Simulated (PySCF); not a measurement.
Unknown compound

The spectra below were simulated for a compound C$_{5}$H$_{12}$Si.

¹H NMR (500 MHz, computed): δ 6.53 (m, 1H), 6.30 (m, 1H), 5.95 (m, 1H), 0.09 (s, 9H).

¹³C{¹H} NMR (computed): δ 148.8 (CH), 139.1 (CH2), -1.2 (CH3).

How the numbers were obtained: NMR shieldings at PBE0/pcSseg-1/GIAO, GFN2-xTB structure, in PySCF 2.14 (single conformer, averaged over atoms made equivalent by symmetry, fast rotation or ring inversion, in vacuum, relativity neglected).

Chemical shifts δ = σref − σ; ¹H (σref 31.72), ¹³C (σref 186.93) vs TMS, all at this level.

Which candidate is it?
A. C=C([SiH3])C(C)C
B. C1CC[SiH2]CC1
C. C=C[Si](C)(C)C
D. CCC1C[SiH2]C1

## Answers

C. 

- The formula gives 1 degree of unsaturation (no ring in the answer).
- 3 carbon signals for 5 carbons: some carbons are equivalent by symmetry or fast rotation.
- Carbon types of the structure: 1 × CH, 1 × CH2, 3 × CH3, which accounts for all hydrogens.
- δC 148.8: alkene CH; the olefinic region.
- δC 139.1: terminal =CH2 carbon; the olefinic region.
- δH 6.53: hydrogen on an alkene CH; attached to an sp2 carbon and in the plane of the double bond.
- δH 6.30, 5.95: hydrogen on a terminal =CH2 carbon; a vinylic proton, deshielded by the sp2 carbon and the C=C anisotropy.
- δH 0.09: hydrogen on a methyl carbon bonded to Si; an electropositive neighbour shields it, as in TMS itself.

The others: C1CC[SiH2]CC1 has carbons computed at 33.6, 29.5, 11.3, with a different DEPT pattern; CCC1C[SiH2]C1 would give 4 carbon signals, not 3; C=C([SiH3])C(C)C would give 4 carbon signals, not 3.

Shifts are as computed. Against solution values, carbons near 30 ppm lie about +3 ppm off and those near 130 ppm about +5 ppm. Of 1211 compounds with measured shifts, 218 miss one by over three times the rms of a fit or turn the order of signals round; such compounds aren't used in these exercises. No couplings were computed; multiplicities are counted from neighbouring protons, with m where these are inequivalent, close in shift, in a saturated or five-membered ring or joined by F or P, and br s for small geminal =CH2 splittings.
